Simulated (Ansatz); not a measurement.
A search over several starts for the lowest SCF solution of C2H6Ni⁺, that is NiMe2 with one electron fewer at the given spin, in a small basis.

```yaml
crystal:
  periodic: [false, false, false]
  atoms:
    - {symbol: Ni, position_ang: [0.552544, -0.391299, -0.004151]}
    - {symbol: C, position_ang: [0.029621, 0.020940, 1.812396]}
    - {symbol: H, position_ang: [0.041458, 1.099929, 1.985499]}
    - {symbol: H, position_ang: [0.753480, -0.457038, 2.485498]}
    - {symbol: H, position_ang: [-0.968452, -0.369523, 2.027528]}
    - {symbol: C, position_ang: [-0.027825, -0.022099, -1.812479]}
    - {symbol: H, position_ang: [-1.043584, -0.389995, -1.977365]}
    - {symbol: H, position_ang: [0.655666, -0.541306, -2.496568]}
    - {symbol: H, position_ang: [0.007101, 1.050379, -2.020357]}
basis:
  gaussian: {orbitals: def2-SVP}
total_charge: 1
magnetization: {spin_polarized: true, initial_magnetization: 3}
hamiltonian: {xc: pbe0, dispersion: d4}
output: {orbitals: {seedname: orbitals}}
```

```sh
$ ansatz run in.yaml --threads 2 --pin off --events-out ev --progress --plain --max-ram 4352MiB
```

Shortened log:

```
Functional definition: PBE0
938 factors; integrals over basis functions are off by at most 1.2e-3 eV
mean field evaluation 1: about -43161.3447 eV, gradient 8.7e1 eV
mean field evaluation 2: about -42447.5361 eV, gradient 2.4e2 eV
mean field evaluation 4: about -43153.7745 eV, gradient 9.0e1 eV
mean field evaluation 8: about -43188.4811 eV, gradient 2.3e-1 eV
mean field evaluation 16: about -43189.0426 eV, gradient 2.1e-2 eV
mean field evaluation 32: about -43189.0811 eV, gradient 2.0e-5 eV
mean field -43189.08107434 eV, -1587.1694548715 hartree, gradient 4.8e-6 eV, S^2 3.754055; 6 other end points of the search recorded, 0 dependent functions left out
reference -43189.08111500 eV, -1587.1694563655 hartree; 24, 21 occupied and 65, 68 virtual orbitals, 938 factors
Total energy: -43189.16427891 eV, -1587.1725125828 hartree
```

Hardware: 2 threads of Intel Xeon Platinum 8488C on a shared host. Wall time 9 s.
